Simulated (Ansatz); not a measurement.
Stepwise reaction of `[Cl][In]([Cl])[Br]` with water, as a gas-phase model of exchange steps in deposition or etching. ΔE in kJ/mol.

Calculated with Ansatz (gas phase, PBE0-D4/def2-TZVP geometries, no zero-point term in ΔE). CCSD(T)/CBS is the MP2 limit (def2-TZVPP, def2-QZVPP) plus CCSD(T) − MP2 in def2-TZVPP, frozen cores. This one scheme is used for every species. DFT in def2-TZVPP. B3LYP here is the variant with VWN-RPA as its local correlation; programs differ in this. def2 core potentials past Kr. For Br, In outer-core shells are correlated without core-valence functions, which leaves a few kJ/mol of doubt a bond. Scalar relativity is left out up to krypton. One conformer a species, not always the lowest.

```json
{"step": "1", "reaction": "`[Cl][In]([Cl])[Br]` + H₂O → `[OH][In]([Cl])[Br]` + HCl", "PBE-D4": "79.3", "B3LYP-D4": "83.7", "ωB97M-V": "84.7", "CCSD(T)/CBS": "83.3"}
```

Give the row of step 2, `[OH][In]([Cl])[Br]` + H₂O → `[OH][In]([OH])[Br]` + HCl. (Estimate.)

The calculation gave: 
| step | reaction | PBE-D4 | B3LYP-D4 | ωB97M-V | CCSD(T)/CBS |
| --- | --- | --- | --- | --- | --- |
| 2 | `[OH][In]([Cl])[Br]` + H₂O → `[OH][In]([OH])[Br]` + HCl | 82.8 | 86.6 | 87.7 | 86.2 |

By hand: ΔE of the 2 steps together at CCSD(T)/CBS.

(83.3) + (86.2) = 169.5 kJ/mol, or 84.8 kJ/mol a step.

In ΔE the steps differ by no more than 2.9 kJ/mol. All are uphill at CCSD(T)/CBS. PBE-D4 differs from CCSD(T)/CBS by -4.0 to -3.4 kJ/mol a step. Isolated molecules leave out the surface, adducts and barriers. Largest T1 diagnostic: 0.014.
